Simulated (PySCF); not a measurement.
## Excitation energy of Sm by level of theory

Sm [Xe] 4f6 6s2 (7F) → Sm [Xe] 4f7 6s1 (9S), as a difference of total energies. Computed with PySCF 2.14 in x2c-TZVPPall, with the spin-free X2C one-electron Hamiltonian (Gaussian nucleus). Correlated levels: valence: [Kr] 4d10 frozen; valence and next inner shell: [Ar] 3d10 frozen. The calculations carry no spin-orbit coupling.

```tsv
method	excitation energy (eV)
UHF	5.628
LDA	2.403
PBE	2.563
PBE0	3.256
r2SCAN	2.724
MP2 (valence)	3.470
SCS-MP2 (valence)	4.892
MP2 (valence and next inner shell)	3.040
SCS-MP2 (valence and next inner shell)	4.461
```

Task: How much does correlation contribute at MP2 (valence and next inner shell)?

Result: 3.040 − (5.628) = -2.588 eV, measured against UHF.

A first-order spin-orbit estimate (lowest level to lowest level, LS coupling) adds 0.319 eV.

In the upper state the promoted electron has a positive orbital energy at LDA, PBE, PBE0, r2SCAN, so the basis confines it.
